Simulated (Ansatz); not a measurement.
Cartesian coordinates (Å):
```xyz
9

C     -1.7542     0.0576    -0.1192
C     -0.3034     0.0013    -0.1017
C      0.8983    -0.0478    -0.0857
N      2.2456    -0.1197    -0.1390
H     -2.1205     0.9695     0.3602
H     -2.1541     0.0280    -1.1368
H     -2.1773    -0.7887     0.4285
H      2.6475    -0.8582     0.4194
H      2.7177     0.7587     0.0170
```
Charge 0, spin multiplicity 1.

These are frozen-core CCSD(T)/cc-pVTZ // PBE0-D4/def2-TZVP in Ansatz (an electronic-structure program) values and carry that method's errors.

```json
{
  "HF energy": "-170.95716 Ha",
  "MP2 correlation energy": "-0.68909 Ha"
}
```

### Question
Estimate the CCSD correlation energy, the (T) correction, the total energy and the T1 diagnostic.

### Answer

```
Item                             Value
-----------------------  -------------
CCSD correlation energy    -0.71314 Ha
(T) correction             -0.03233 Ha
CCSD(T) total energy     -171.70263 Ha
T1 diagnostic                    0.011
```
